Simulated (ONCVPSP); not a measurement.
**O: excitation energies, all-electron against ONCV**

ONCVPSP 4.0.1 input, shortened (lines: element, Z, core and valence counts, functional; n l f; lmax; l rc ep ncon nbas qcut; lloc lpopt rc5 dvloc0; l nproj debl; icmod fcfact rcfact), PBEsol, scalar-relativistic:

```
  O 8.00    1    2  -116133      upf
    1    0    2.00
    2    0    2.00
    2    1    4.00
    1
    0    0.60    0.00    5    9    9.60
    1    1.80    0.00    3    7    8.60
    0    5    0.60    0.00
    0    0    2.90
    1    1    1.90
    1    0.65    0.00
```

Energies are relative to the spin-unpolarised reference configuration 2s2 2p4; without spin polarisation the order of configurations can differ from experiment.

| valence configuration | charge | ΔE all-electron (eV) | error AE − PS (meV) |
| --- | --- | --- | --- |
| 2s2 2p2 | +2 | 49.837 | +346 |
| 2s2 2p3.5 | +0.5 | 6.254 | +4.9 |

Problem. What are ΔE and the potential's error for 2s2 2p1?

Solution. ΔE = 103.544 eV all-electron; the error (AE − PS) is +1426 meV.

Problem. What are ΔE and the potential's error for 2s2 2p3?

Solution. ΔE = 16.360 eV all-electron; the error (AE − PS) is +37 meV.

Levels in the configuration 2s2 2p3.5:

```csv
level,all-electron (eV),pseudo (eV)
2s,-31.227,-31.247
2p,-16.207,-16.179
```
